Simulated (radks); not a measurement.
C4+, 2 electrons, occupied as [He]. All-electron calculation, non-relativistic Kohn-Sham, PBE, spin-polarised, spherical densities, point nucleus. Program: a radial shooting solver on a logarithmic mesh with Libxc functionals.

Normalised radial functions P(r) = r R(r), r in bohr:

| r | 1s |
|---|---|
| 0.01134 | 0.2953 |
| 0.01431 | 0.3659 |
| 0.01804 | 0.4512 |
| 0.02275 | 0.5531 |
| 0.02869 | 0.6731 |
| 0.0359 | 0.8065 |
| 0.04527 | 0.9616 |
| 0.05709 | 1.1302 |
| 0.072 | 1.3045 |
| 0.0908 | 1.4720 |
| 0.1145 | 1.6149 |
| 0.1433 | 1.7083 |
| 0.1807 | 1.7353 |
| 0.2278 | 1.6706 |
| 0.2873 | 1.5046 |
| 0.3624 | 1.2474 |
| 0.4533 | 0.9443 |
| 0.5717 | 0.6244 |
| 0.721 | 0.3519 |
| 0.9093 | 0.1619 |

1s: eigenvalue -357.58 eV, 0 radial nodes, <r> = 0.268 bohr, 90 % of the charge inside 0.481 bohr.
